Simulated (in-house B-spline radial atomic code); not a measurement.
Checks on a self-consistent run for Os⁴⁺, [Xe] 4f14 5d3 5f1. Method: Dirac-Hartree-Fock, average of configuration, Fermi nucleus of rms radius 5.4126 fm. Calculated with a radial B-spline atomic code at the basis-set limit.

```tsv
orbital	q	ε (Eh)	<1/r>	<r²>	small-component weight
1s1/2	2	-2734.36128	90.4054	0.000433468	0.082585
2s1/2	2	-482.99682	22.1027	0.00657826	0.018822
2p1/2	2	-461.51110	22.0209	0.00469645	0.018851
2p3/2	4	-405.13147	18.304	0.00588727	0.016926
3s1/2	2	-116.26943	8.12907	0.042725	0.0062544
3p1/2	2	-106.70979	8.02929	0.0392207	0.006182
3p3/2	4	-94.23294	7.07038	0.0456664	0.0056372
3d3/2	4	-78.44034	6.94595	0.0353774	0.0054925
3d5/2	6	-75.76449	6.72213	0.0371455	0.0053406
4s1/2	2	-27.34577	3.40121	0.210583	0.0020505
4p1/2	2	-23.29670	3.28877	0.216838	0.0019581
4p3/2	4	-20.33408	2.97258	0.24921	0.0017676
4d3/2	4	-13.68202	2.75628	0.269417	0.0015646
4d5/2	6	-13.12472	2.67823	0.281704	0.0015092
5s1/2	2	-5.88105	1.33451	1.13678	0.00046983
5p1/2	2	-4.49619	1.22466	1.32719	0.00040674
5p3/2	4	-4.00262	1.11842	1.53502	0.0003554
4f5/2	6	-4.64015	2.27232	0.36083	0.0011323
4f7/2	8	-4.53074	2.24087	0.371023	0.0011089
5d3/2	1.2	-2.23615	0.874079	2.45956	0.0002264
5d5/2	1.8	-2.18549	0.85075	2.5746	0.00021601
5f5/2	0.42857	-0.82591	0.369287	11.8226	3.9994e-05
5f7/2	0.57143	-0.82595	0.369126	11.8398	4.0239e-05
```

Electron-electron repulsion V_ee = 6272.6871 hartree.

Question: What total energy follows from the eigenvalues?

Answer: The eigenvalues count the repulsion twice, so E = Σqε - V_ee = -10993.895 - 6272.687 = -17266.583 hartree; the run printed -17266.583.

Question: Does the Dirac virial theorem hold?

Answer: For a point nucleus E = -2c²Σq·w, with w the small-component weight. Here Σq·w = 0.4596 and c = 137.0360, so the ratio E/(-2c²Σq·w) is 1.000301; the finite nucleus accounts for the departure from 1.

Question: What diamagnetic shielding (Lamb formula) and susceptibility (Langevin formula) do the radii give?

Answer: σ = (α²/3)Σq<1/r> = 567.456/(3·137.036²) = 10073 ppm, and χ = -0.79199×10⁻⁶·Σq<r²> = -32.47×10⁻⁶ cm³/mol with Σq<r²> = 40.997 bohr². Both are non-relativistic formulas without the paramagnetism of open shells; for so heavy an element the full relativistic shielding is larger by tens of per cent.
